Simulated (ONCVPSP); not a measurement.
**Potentials for lanthanum (La) compared**

Generated with ld1.x 7.5 (TM, RRKJ, ultrasoft, PAW), atompaw 4.2 or ONCVPSP 4.0.1. The cutoff is in Ry: for ld1.x and atompaw files where the sum of valence levels is converged to 10 mRy in a Bessel basis, for ONCV files where the hardest occupied wave has 1 mHa per electron of residual kinetic energy. The error is the largest all-electron minus pseudo excitation energy over each file’s own four to seven test configurations (ionisations up to +4, promotions, holes and added fractions of an electron), all of which were solved. The labels leave out finer settings (local radius, basis sizes, second energies), which also bear on the numbers. Spin-polarised tests are not counted. The rows are a selection from randomly drawn settings: files with unsolved tests, undetermined cutoffs or missed reference levels are left out.

A true bound ghost makes a file unfit for plane-wave use even where its test errors are small: the radial tests pick states by their node count and pass the ghost by.

```csv
potential,cutoff (Ry),largest error (meV),bound ghosts
"ONCV, LDA (Perdew-Zunger), scalar-relativistic, rc 2.10/2.25/3.00/3.25 (spdf), local smoothed, core correction yes, reference 5s2 5p6 5d1 6s1, qcut 4.4/6.4/6/3.3, projectors 2/1/1/1",25,+59,none
"ONCV, LDA (Perdew-Wang 92), scalar-relativistic, rc 2.90/2.40/3.85/3.35 (spdf), local smoothed, core correction yes, reference 5s2 5p6 5d1 6s2, qcut 3.4/6.5/4.2/3.9, projectors 2/3/3/2",23,-435,none
"ONCV, LDA (Perdew-Zunger), scalar-relativistic, rc 2.15/1.80/3.00/3.05 (spdf), local smoothed, core correction no, reference 5s2 5p6 5d1 6s2, qcut 4.8/4.3/4.1/3.2, projectors 2/2/1/1",63,+1758,none
"ONCV, PBEsol, scalar-relativistic, rc 2.25/2.45/3.95/3.75 (spdf), local smoothed, core correction yes, reference 5s2 5p6 5d1 6s2, qcut 6/6.5/4.7/3.4, projectors 2/2/1/3",23,-8.0,f
```

Fill in the row for La: ONCV, PW91, fully relativistic, rc 2.65/1.90/3.15/3.40 (spdf), local smoothed, core correction yes, reference 5s2 5p6 5d1 6s2, qcut 4.5/4.6/4.5/3.2, projectors 3/3/2/1.

cutoff 31 Ry, largest error -6.6 meV, bound ghosts: none.

Fill in the row for La: ONCV, BLYP, scalar-relativistic, rc 2.50/3.10/3.95/4.05 (spdf), local smoothed, core correction yes, reference 5s2 5p6 5d1 6s1.75 6p0.25, qcut 6.1/4.5/3.6/2.7, projectors 2/2/2/3.

cutoff 21 Ry, largest error -8.8 meV, bound ghosts: none.
